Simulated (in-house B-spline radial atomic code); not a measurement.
Response of Mg as one setting changes: the radius of a hard wall (bohr). Method: TDHF. A dash marks a strongly mixed or unbound state. A box has no continuum, so excitations may lie above minus the highest level. Computed with an all-electron radial atomic-structure program (B-spline basis): linear response of the closed shell [Ne] 3s2 with bare exchange (time-dependent Hartree-Fock); non-relativistic, point nucleus, no spin-orbit coupling, no double excitations, S, P, D and F terms only.

```csv
radius of a hard wall (bohr),lowest 1P (eV),"lowest 3P, Tamm-Dancoff (eV)",minus highest occupied level (eV),α (bohr³)
2.5,3s → 3p 13.330,3s → 3p 7.241,-29.044,4.449
3,?,?,?,?
3.5,3s → 3p 9.837,3s → 3p 4.903,-4.107,11.38
4,?,?,?,?
4.5,3s → 3p 7.512,3s → 3p 3.401,2.738,21.94
5.5,3s → 3p 6.174,3s → 3p 2.648,5.172,34.74
6.5,3s → 3p 5.377,3s → 3p 2.266,6.156,47.85
8,3s → 3p 4.710,3s → 3p 2.012,6.686,64.21
10,3s → 3p 4.295,3s → 3p 1.905,6.854,76.35
15,3s → 3p 4.046,3s → 3p 1.876,6.886,81.51
```

Q: What belongs in the row for 3?

A: lowest 1P (eV): 3s → 3p 11.523; lowest 3P, Tamm-Dancoff (eV): 3s → 3p 6.065; minus highest occupied level (eV): -12.250; α (bohr³): 7.406.

Q: What belongs in the row for 4?

A: lowest 1P (eV): 3s → 3p 8.514; lowest 3P, Tamm-Dancoff (eV): 3s → 3p 4.025; minus highest occupied level (eV): 0.245; α (bohr³): 16.27.
